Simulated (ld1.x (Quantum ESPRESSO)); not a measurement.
**Reading a pseudo-wave (gallium (Ga))**

Columns: radius, all-electron u(r) and pseudo u(r) of the 4s shell (level -8.95 eV) of gallium in the configuration [Ar] 3d10 4s2 4p1; PBE, scalar-relativistic, ultrasoft scheme, ld1.x (Quantum ESPRESSO) 7.5.

```tsv
r (bohr)	all-electron	pseudo
0.120	-0.1727	-0.0343
0.240	-0.0471	-0.0707
0.360	0.2168	-0.1110
0.480	0.3147	-0.1565
0.600	0.2572	-0.2078
0.720	0.1177	-0.2648
0.840	-0.0479	-0.3265
0.960	-0.2081	-0.3912
1.080	-0.3484	-0.4565
1.200	-0.4636	-0.5196
1.320	-0.5535	-0.5776
1.440	-0.6200	-0.6277
1.560	-0.6661	-0.6674
1.680	-0.6950	-0.6950
1.800	-0.7097	-0.7097
1.920	-0.7127	-0.7127
2.040	-0.7063	-0.7063
2.160	-0.6926	-0.6926
2.280	-0.6732	-0.6732
2.400	-0.6495	-0.6495
2.520	-0.6228	-0.6228
2.640	-0.5940	-0.5940
2.760	-0.5639	-0.5639
2.880	-0.5332	-0.5332
3.000	-0.5024	-0.5024
3.120	-0.4719	-0.4719
```

Task: How many radial nodes do the two functions have?

Result: The all-electron 4s function has n − l − 1 = 3 (the table is too coarse to show those close to the nucleus); the pseudo-wave has 0, since the states of the same l below it are removed with the core.

Task: At about which radius was the pseudo-wave matched?

Result: 1.70 bohr, where the columns begin to agree (steps of 0.12 bohr).

Task: Where does each function peak?

Result: Outermost all-electron maximum near 1.92 bohr, pseudo maximum near 1.92 bohr (to the table’s step).

Task: Is the pseudo-wave norm-conserving?

Result: No, it belongs to an ultrasoft set: the norm inside the radius is not constrained, and the difference is carried by the augmentation charge.
